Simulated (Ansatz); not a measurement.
Geometry optimisation, UKS PBE/def2-SVP (Ansatz 0.2.0).

Input:

```yaml
crystal:
  periodic: [false, false, false]
  atoms:
    - { symbol: O, position_ang: [-0.9685, 0.7933, -1.2169] }
    - { symbol: Si, position_ang: [-0.0066, 0.5223, 0.1189] }
    - { symbol: B, position_ang: [1.0364, -1.1494, -0.0436] }
    - { symbol: O, position_ang: [-0.1616, -1.0401, 0.629] }
    - { symbol: H, position_ang: [-1.9328, 0.8237, -0.8747] }
    - { symbol: H, position_ang: [-0.1458, 1.4143, 1.2929] }
    - { symbol: H, position_ang: [2.24, -1.4321, 0.0487] }
magnetization:
  spin_polarized: true
basis:
  gaussian: { orbitals: def2-SVP }
hamiltonian:
  xc: pbe
relax:
  f_tol: 0.02
  max_steps: 50
```

Command:

```bash
$ ansatz run input.yaml --threads 2 --pin off --max-ram 3072MiB --backend cpu --events-out ev --progress --plain --runs-dir out
```

Question: Where does it end, and by what steps?

Answer: It converged. After 8 steps the energy has fallen by 1.200 eV; B3 moved furthest, 0.31 Å.

```json
{"step": "0", "energy less start (eV)": "0.0000", "largest force component (eV/Å)": "4.664", "accepted": "yes"}
{"step": "1", "energy less start (eV)": "-0.8572", "largest force component (eV/Å)": "2.394", "accepted": "yes"}
{"step": "2", "energy less start (eV)": "-1.1368", "largest force component (eV/Å)": "0.871", "accepted": "yes"}
{"step": "3", "energy less start (eV)": "-1.1760", "largest force component (eV/Å)": "0.547", "accepted": "yes"}
{"step": "4", "energy less start (eV)": "-1.1955", "largest force component (eV/Å)": "0.387", "accepted": "yes"}
{"step": "5", "energy less start (eV)": "-1.1988", "largest force component (eV/Å)": "0.162", "accepted": "yes"}
{"step": "6", "energy less start (eV)": "-1.1984", "largest force component (eV/Å)": "0.197", "accepted": "no"}
{"step": "7", "energy less start (eV)": "-1.2004", "largest force component (eV/Å)": "0.024", "accepted": "yes"}
{"step": "8", "energy less start (eV)": "-1.2005", "largest force component (eV/Å)": "0.010", "accepted": "yes"}
```

```xyz
7
Properties=species:S:1:pos:R:3
O -1.086 0.731 -1.185
Si 0.004 0.517 0.065
B 1.221 -0.959 0.116
O 0.039 -1.182 0.721
H -1.958 1.077 -0.920
H -0.350 1.414 1.216
H 2.190 -1.666 -0.057
```

Whether the end is a true minimum wasn't checked by a vibrational analysis.

Run time: 7.9 s on 2 threads of Intel(R) Xeon(R) 6975P-C (Granite Rapids) (shared host), peak memory 0.17 GiB.
